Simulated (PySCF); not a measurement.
# Phosphorus: a sound run and one with changed settings

Sound run: P⁺ [Ne] 3s2 3p2, P²⁺ [Ne] 3s2 3p1. All numbers are calculated (PySCF 2.14, the spin-free X2C one-electron Hamiltonian (Gaussian nucleus), in cc-pVDZ-DK (4s3p1d, 18 functions)). In the sound run the correlated levels freeze [Ne]. The sound run starts from symmetry-adapted Hartree-Fock orbitals and uses a fine grid where one is needed.

Changed run: initial guess minao, at most 50 SCF cycles.

```tsv
species	method	sound run (hartree)	changed run (hartree)	converged
P⁺	UHF	-341.15877	-341.15877	yes
P⁺	r2SCAN	-341.66386	-341.66386	yes
P⁺	CCSD(T)	-341.22954	-341.22954	yes
P²⁺	PBE0	-340.83854	-340.83854	yes
P²⁺	MP2	-340.49260	-340.49260	yes
```

Here the plain start reaches the same solutions.
